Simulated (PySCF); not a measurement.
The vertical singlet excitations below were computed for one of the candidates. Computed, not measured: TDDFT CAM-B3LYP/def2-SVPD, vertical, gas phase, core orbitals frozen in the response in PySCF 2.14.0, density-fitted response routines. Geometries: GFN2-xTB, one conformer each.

```
state  E (eV)       f  main configurations (H = HOMO, L = LUMO)
   S1    5.69  0.0037                                 H→L (95%)
   S2    6.39   0.011                  H→L+2 (68%), H→L+1 (24%)
   S3    6.77   0.010     H→L+1 (46%), H→L+2 (16%), H→L+3 (15%)
   S4    6.87   0.021                   H→L+4 (66%), H→L+1 (9%)
   S5    7.18   0.128                  H→L+3 (62%), H→L+1 (10%)
   S6    7.52   0.029       H-1→L (62%), H→L+4 (8%), H-3→L (8%)
   S7    7.62  0.0027                               H→L+6 (69%)
   S8    7.75   0.023                               H→L+5 (78%)
```

Triplets computed (Tamm–Dancoff): 5.30, 5.88, 6.39 eV.

Question: Which candidate is it? All have the formula CH11NSi3.
A. `[SiH3]C[SiH2]N[SiH3]`
B. `C[Si@H](N)[SiH2][SiH3]`
C. `N([SiH2]C)[SiH2][SiH3]`
D. `[SiH3]N([SiH3])[SiH2]C`

Answer: C. Its S1, at 5.69 eV, is the lowest among the candidates; the nearest of the others has S1 at 5.98 eV. S1 is HOMO→LUMO (95%). Löwdin shares by element: HOMO nitrogen 47%, silicon 30% (atoms not listed hold the other 23%); LUMO silicon 49% or more, hydrogen 15% or more (atoms not listed hold the other 36%). At the same level the other candidates give, for their lowest levels:
- `C[SiH2]N([SiH3])[SiH3]`: 6.29 eV (f 0.000); 6.76 eV (f 0.016); 7.33 eV (f 0.043); 7.49 eV (f 0.007); 7.70 eV (f 0.015); T1 5.99 eV; HOMO -8.69, LUMO 0.92 eV
- `[SiH3]C[SiH2]N[SiH3]`: 6.21 eV (f 0.005); 7.07 eV (f 0.021); 7.41 eV (f 0.003); 7.54 eV (f 0.035); 7.79 eV (f 0.014); T1 5.90 eV; HOMO -8.72, LUMO 0.84 eV
- `C[Si@H](N)[SiH2][SiH3]`: 5.98 eV (f 0.005); 6.30 eV (f 0.042); 6.82 eV (f 0.078); 6.98 eV (f 0.128); 7.20 eV (f 0.012); T1 5.60 eV; HOMO -8.63, LUMO 0.58 eV

Conformer computed: `[CH3:1][SiH2:2][NH:3][SiH2:4][SiH3:5]`: C1–Si2–N3–Si4 -8°, Si2–N3–Si4–Si5 62°.

Without π bonds the low states are Rydberg-like; a valence basis with one diffuse set may place them up to an eV too high.
